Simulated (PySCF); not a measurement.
**Dipole moment and polarisability of `COC(=O)/C=C\Cl`**

C₄H₅ClO₂.
Geometry (PBE0-D3(BJ)/def2-SVP, Å), atoms numbered from 1 in this order:
```
atom  x, y, z in Å
C1     1.7716    0.6555    0.6580
O2     0.4017    0.3125    0.5773
C3    -0.4460    1.1763    1.1605
O4    -0.0869    2.1787    1.7212
C5    -1.8333    0.6981    0.9973
C6    -2.9358    1.2898    1.4739
Cl7   -3.0067    2.7348    2.3808
H8     1.9583    1.6398    0.2031
H9     2.1058    0.6950    1.7058
H10    2.3186   -0.1241    0.1151
H11   -1.9625   -0.2293    0.4354
H12   -3.9206    0.8495    1.2970
```

Level: CAM-B3LYP/def2-SVPD (PySCF), static field, nuclei fixed, core orbitals frozen in the response. The polarisability tensor in these axes (au):

```
x    90.39 -11.21 -10.85
y   -11.21  68.21  13.25
z   -10.85  13.25  57.51
```

Give the principal values, the mean and the anisotropy Δα = √{½[(α1 − α2)² + (α2 − α3)² + (α1 − α3)²]}.

Principal values 48.34, 67.17 and 100.59 au; mean 72.03 au = 10.67 Å³ = 11.88 × 10⁻⁴⁰ C²·m²/J; Δα = 45.83 au (64 % of the mean).

What is the dipole moment, and where does it point?

(-0.06, -2.21, -1.33) D, 2.58 D in size, pointing from the negative to the positive side. Measured along this direction, the outermost atoms are Cl7 at the negative end and H11 and H10 at the positive end.

In TDDFT the mean static polarisability is Σ f/ω² over all singlet excitations (ω in hartree). How much of it do the 6 lowest give? Their energies (eV) and oscillator strengths: 4.86, 0.0000; 5.81, 0.3811; 6.33, 0.0001; 6.91, 0.0590; 7.30, 0.0001; 7.47, 0.0048.

They add up to 9.33 au, 13.0 % of the 72.03 au; the largest single term is 8.35 au, from the state at 5.81 eV. Terms in order: 0.00, 8.35, 0.00, 0.91, 0.00, 0.06 au. Higher excitations give the rest. The strengths listed sum to 0.445.

Find the Langevin capture rate constant for O2+ (31.990 u) meeting this molecule (119.998 u), k = 2.342 × 10⁻⁹ cm³/s × √(α in Å³ / reduced mass in u).

The reduced mass is 25.26 u, so k = 1.52 × 10⁻⁹ cm³/s. The formula leaves out the permanent dipole, which adds to the capture rate.

What depolarisation ratio follows for Rayleigh scattering of linearly polarised light, taking the static tensor?

ρ = 3Δα²/(45ᾱ² + 4Δα²) = 6302.2/(233506 + 8402.9) = 0.0261.

Traceless (Buckingham) quadrupole moment about the centre of nuclear charge: eigenvalues?

-5.40, -4.01, 9.41 D·Å. The values depend on the origin, since the dipole doesn't vanish. The electronic extent ⟨r²⟩ about the same centre is 1143 bohr², a root-mean-square distance of 2.27 Å for the 62 electrons.

In a dilute gas of rigid molecules at 400 K, how does the orientational term μ²/3kT compare with the electronic polarisability?

In Gaussian units μ²/3kT = 40.22 Å³ against 10.67 Å³, a ratio of 3.77; the Debye molar polarisation (4π/3)N_A(α + μ²/3kT) is 128.4 cm³/mol, leaving out the vibrational part.

Geometry: PBE0-D3(BJ)/def2-SVP, one conformer, isolated molecule.

These values come from a run that also computed excited states. Time: 40 s of wall time. Hardware: one thread of an Arm Neoverse V2, no GPU (shared host).
